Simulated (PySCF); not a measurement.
Si(Me)3(OH), SMILES C[Si](C)(O)C (C3H10OSi) (GFN2-xTB optimised geometry):

```
15

C     -0.921     1.129     0.000
Si    -0.304    -0.676     0.000
C     -1.000    -1.649    -1.473
C      1.603    -0.676     0.000
O     -0.886    -1.489     1.300
H     -0.620     1.655    -0.900
H     -0.528     1.687     0.846
H     -2.004     1.173     0.056
H     -0.661    -2.679    -1.455
H     -0.690    -1.214    -2.418
H     -2.085    -1.662    -1.454
H      2.003    -0.223    -0.901
H      2.004    -0.122     0.845
H      1.994    -1.687     0.058
H     -0.689    -1.210     2.190
```

Method: PBE0/def2-TZVP run with PySCF.

What are the frontier orbital energies and the dipole moment?

HOMO-2 -9.65 eV, HOMO-1 -8.24 eV, HOMO -7.94 eV, LUMO 0.76 eV, LUMO+1 1.54 eV; dipole moment 1.24 D.

On the same geometry PySCF with PBE/def2-TZVP gives HOMO-2 -7.99 eV, HOMO-1 -6.90 eV, HOMO -6.53 eV, LUMO -0.05 eV, LUMO+1 0.69 eV; dipole moment 1.18 D.

Meta-Löwdin charges at PBE0/def2-TZVP: C1 -0.64, Si2 1.15, C3 -0.62, C4 -0.64, O5 -0.76, H6 0.13, H7 0.12, H8 0.13, H9 0.13, H10 0.13, H11 0.13, H12 0.13, H13 0.12, H14 0.13, H15 0.35.
